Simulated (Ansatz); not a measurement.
GeCl3(OiPr) (C3H7Cl3GeO). The state is a singlet with charge 0. Geometry r2SCAN-D4/def2-SVP.

```xyz
15

Ge    2.2000    0.5299   -0.0882
Cl    3.3430    2.0555    0.8588
Cl    3.1245   -1.3631    0.3026
Cl    2.1627    0.8271   -2.2130
O     0.5871    0.6231    0.5732
C    -0.5898    0.1766   -0.1413
C    -1.7725    0.6492    0.6815
C    -0.5628   -1.3295   -0.3402
H    -0.6056    0.6770   -1.1287
H    -1.7611    0.1710    1.6733
H    -2.7163    0.3923    0.1764
H    -1.7329    1.7391    0.8213
H     0.2830   -1.6377   -0.9754
H    -0.4710   -1.8419    0.6306
H    -1.4882   -1.6687   -0.8310
```

B3LYP takes the VWN-RPA correlation.

Problem. Estimate the orbital energies around the gap (eV) in Ansatz with PBE-D4/def2-TZVP, revPBE-D4/def2-TZVP, r2SCAN-D4/def2-TZVP, B3LYP-D4/def2-TZVP, PBE0-D4/def2-SVP.

Solution. 
```csv
orbital,PBE-D4/def2-TZVP,revPBE-D4/def2-TZVP,r2SCAN-D4/def2-TZVP,B3LYP-D4/def2-TZVP,PBE0-D4/def2-SVP
HOMO−5,-8.46,-8.40,-8.87,-9.64,-9.85
HOMO−4,-8.14,-8.08,-8.54,-9.30,-9.49
HOMO−3,-8.09,-8.03,-8.49,-9.26,-9.45
HOMO−2,-7.89,-7.83,-8.28,-9.05,-9.22
HOMO−1,-7.76,-7.69,-8.09,-8.97,-9.14
HOMO,-7.15,-7.09,-7.51,-8.46,-8.64
LUMO,-2.69,-2.57,-2.46,-2.02,-1.50
LUMO+1,-0.22,-0.08,0.11,0.50,1.10
LUMO+2,-0.09,0.05,0.22,0.64,1.24
LUMO+3,0.04,0.17,0.40,0.73,1.38
LUMO+4,0.58,0.68,1.27,1.14,2.03
LUMO+5,1.39,1.47,2.09,1.89,2.87
```
